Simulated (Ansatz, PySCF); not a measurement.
System: sum formula BN$_{2}$H$_{5}$, net charge 0, singlet state. 
Structure (B3LYP-D3(BJ)/def2-TZVP (Ansatz, an electronic-structure program) minimum search):
SMILES: NBN
```xyz
8

B     -0.0373    -0.2294     0.4415
N     -1.2201     0.2041    -0.1962
N      1.2464    -0.0420    -0.1157
H     -0.1267    -0.7790     1.4993
H     -1.2476     0.6744    -1.0851
H     -2.1264     0.0644     0.2112
H      1.4236     0.4079    -0.9979
H      2.0791    -0.3552     0.3484
```

Wanted: vertical ionisation energy (to the doublet state of charge +1; each state is the SCF solution reached for its spin; the UHF <S^2> is 0.90 for the doublet (pure: 0.75)), in eV. Cores are frozen in the correlated levels unless marked. Open shells are spin-unrestricted. No spin-orbit coupling. No relativistic terms. Basis-set limits of correlation are two-point, X^-3; Hartree-Fock from the larger set. The bracket is a focal-point correction in the basis named. The program attaches cautions to a run behind HF/aug-cc-pVDZ: other roots. The program attaches cautions to a run behind MP2/aug-cc-pVDZ: other roots. The program attaches cautions to a run behind MP2/aug-cc-pVTZ: other roots. The program attaches cautions to a run behind RI-MP2/CBS(aug-cc-pVTZ,aug-cc-pVQZ): other roots. The program attaches cautions to a run behind SCS-MP2/aug-cc-pVTZ: other roots. The program attaches cautions to a run behind CCSD/aug-cc-pVDZ: other roots. The program attaches cautions to a run behind CCSD/aug-cc-pVTZ: other roots. The program attaches cautions to a run behind CCSD(T)/aug-cc-pVDZ: other roots. The program attaches cautions to a run behind CCSD(T)/aug-cc-pVTZ: other roots. The program attaches cautions to a run behind RI-MP2/CBS(aug-cc-pVTZ,aug-cc-pVQZ)+[CCSD(T)-MP2]/aug-cc-pVTZ: other roots.

| level | program | vertical ionisation energy (eV) | minus last row |
|---|---|---|---|
| HF/aug-cc-pVDZ | Ansatz | 8.37 | -1.20 |
| SVWN5/def2-TZVPD | Ansatz | 9.35 | -0.22 |
| PBE/def2-TZVPD | Ansatz | 9.09 | -0.48 |
| r2SCAN/def2-TZVPD | Ansatz | 9.08 | -0.49 |
| B3LYP/def2-TZVPD | Ansatz | 9.26 | -0.31 |
| PBE0/def2-TZVPD | Ansatz | 9.23 | -0.34 |
| M06-2X/def2-TZVPD | PySCF | 9.59 | 0.02 |
| CAM-B3LYP/def2-TZVPD | Ansatz | 9.42 | -0.15 |
| wB97M-V/def2-TZVPD | Ansatz | 9.45 | -0.12 |
| B2PLYP/def2-TZVPD | Ansatz | 9.33 | -0.24 |
| MP2/aug-cc-pVDZ | Ansatz | 9.63 | 0.06 |
| MP2/aug-cc-pVTZ | Ansatz | 9.81 | 0.24 |
| RI-MP2/aug-cc-pVTZ | Ansatz | 9.81 | 0.24 |
| RI-MP2/aug-cc-pVQZ | Ansatz | 9.88 | 0.31 |
| RI-MP2/CBS(aug-cc-pVTZ,aug-cc-pVQZ) | Ansatz | 9.93 | 0.36 |
| SCS-MP2/aug-cc-pVTZ | Ansatz | 9.81 | 0.24 |
| CCSD/aug-cc-pVDZ | Ansatz | 9.28 | -0.29 |
| CCSD/aug-cc-pVTZ | Ansatz | 9.43 | -0.14 |
| CCSD(T)/aug-cc-pVDZ | Ansatz | 9.29 | -0.28 |
| CCSD(T)/aug-cc-pVTZ | Ansatz | 9.46 | -0.11 |
| RI-MP2/CBS(aug-cc-pVTZ,aug-cc-pVQZ)+[CCSD(T)-MP2]/aug-cc-pVTZ | Ansatz | 9.57 | 0.00 |

For comparison, minus the highest occupied orbital energy (PySCF): 6.14 eV at TPSSh/def2-TZVPD, 8.34 eV at M06-2X/def2-TZVPD, 7.80 eV at MN15/def2-TZVPD.
